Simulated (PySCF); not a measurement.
CH6ClFSi2, SMILES F[Si@@](Cl)([SiH3])C.

Coordinates come from a B3LYP-D3(BJ)/def2-SVP optimisation. The structure was generated by enumeration; whether it is a known compound was not checked.

Two levels are set side by side: PBE/def2-TZVP (PySCF) and r2SCAN/def2-TZVP (PySCF). Same geometry, gas phase. Differences are taken from unrounded values.

```json
[
 {"quantity": "orbital gap (eV)", "PBE": "5.86"},
 {"quantity": "highest occupied level (eV)", "PBE": "-6.99"},
 {"quantity": "lowest empty level (eV)", "PBE": "-1.13"},
 {"quantity": "dipole moment (D)", "PBE": "2.06"},
 {"quantity": "mean polarisability (bohr³)", "PBE": "80.7"}
]
```

Q: These are the PBE values. What does r2SCAN give? (Estimate from the structure and the level; the computed values follow.)

A: 
```csv
quantity,r2SCAN,PBE minus r2SCAN
orbital gap (eV),6.42,-0.56
highest occupied level (eV),-7.28,0.29
lowest empty level (eV),-0.86,-0.27
dipole moment (D),2.13,-0.07
mean polarisability (bohr³),78.1,2.6
```

Rough cost on one machine, each run with all the roots and properties that it gave: r2SCAN against PBE about 3 times.
